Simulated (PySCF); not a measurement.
Species: (Me)3Sn-NH-SiH3, C3H13NSiSn.
Z-matrix (Å and degrees, PBE0-D3(BJ)/def2-SVP geometry), rows numbered from 1:
```
Sn
C   1  2.1493
C   1  2.1485  2  112.29
C   1  2.1475  2  111.34  3   127.45
N   1  2.0579  2  108.00  3  -115.08
Si  5  1.7222  1  127.56  2   -66.67
H   2  1.0995  1  109.73  3   171.35
H   2  1.0993  1  109.87  3    51.85
H   2  1.0999  1  110.76  3   -68.57
H   3  1.0996  1  110.28  2    64.12
H   3  1.0995  1  109.98  2  -176.17
H   3  1.0995  1  110.47  2   -55.91
H   4  1.0998  1  110.65  2   -61.97
H   4  1.0995  1  109.73  2    58.02
H   4  1.0992  1  109.91  2   177.60
H   5  1.0158  1  114.65  2   111.21
H   6  1.4986  5  107.02  1    -0.17
H   6  1.5020  5  114.04  1  -119.24
H   6  1.5022  5  113.87  1   118.93
```

Theory: TDDFT CAM-B3LYP/def2-SVPD, vertical, gas phase, core orbitals frozen in the response, def2 core potentials past Kr (PySCF 2.14.0, density-fitted response routines). Spin–orbit coupling is left out.

Broadening: Gaussians 0.4 eV wide at half height, area fixed by f = 4.319×10⁻⁹ ∫ε dν̃. The width is an assumption, not a result. The curve ends short of the highest state used, and states not computed would add to its high-energy end.

E (eV), ε (L mol⁻¹ cm⁻¹) and a bar:
```
     5.10          4 
     5.15         11 
     5.19         23 
     5.24         54 
     5.28         99 
     5.33        198 
     5.38        361 #
     5.42        549 #
     5.47        858 ##
     5.51       1151 ###
     5.56       1538 ####
     5.60       1822 ####
     5.65       2083 #####
     5.69       2178 #####
     5.74       2130 #####
     5.78       1966 #####
     5.83       1645 ####
     5.88       1263 ###
     5.92        960 ##
     5.97        630 ##
     6.01        424 #
     6.06        240 #
     6.10        146 
     6.15         80 
     6.19         59 
     6.24         65 
     6.28         94 
     6.33        163 
     6.38        271 #
     6.42        387 #
     6.47        562 #
     6.51        719 ##
     6.56        923 ##
     6.60       1092 ###
     6.65       1325 ###
     6.69       1565 ####
     6.74       2012 #####
     6.78       2560 ######
     6.83       3578 #########
     6.88       5024 ############
     6.92       6474 ################
     6.97       8542 #####################
     7.01      10257 #########################
     7.06      12235 ##############################
```

Problem. Locate the maxima and give the states behind the curve.

Solution. 217 nm (5.70 eV), ε about 2200, made up of S1 (100%) (ε in L mol⁻¹ cm⁻¹; maxima over ε = 5, shares over 10%). At its high-energy end, 7.06 eV, the curve is still rising (ε about 12000, from S4 and S5). The states used: S1 5.70 eV (f 0.032); S2 6.65 eV (f 0.015); S3 6.99 eV (f 0.0036); S4 7.07 eV (f 0.090); S5 7.21 eV (f 0.120); S6 7.38 eV (f 0.0097); S7 7.42 eV (f 0.048); S8 7.59 eV (f 0.053); S9 7.64 eV (f 0.050); S10 7.66 eV (f 0.0071).

Problem. Coming from long wavelengths, where does ε first pass 100 L mol⁻¹ cm⁻¹?

Solution. At about 235 nm (5.28 eV), 0.42 eV below S1.

Problem. What would ε be at 5.70 eV, the highest of these maxima, with half the width (0.2 eV)?

Solution. About 4370 L mol⁻¹ cm⁻¹ against 2180, a factor of about 2.00; a lone state at its own centre would give exactly 2.

Problem. On this curve, what absorbance would a 10⁻³ mol/L sample give at 222 nm over a 1 cm path?

Solution. 222 nm is 5.585 eV, where ε is about 1700 L mol⁻¹ cm⁻¹, so A = ε c l ≈ 1.7 (Beer–Lambert, with the gas-phase spectrum and the assumed width).
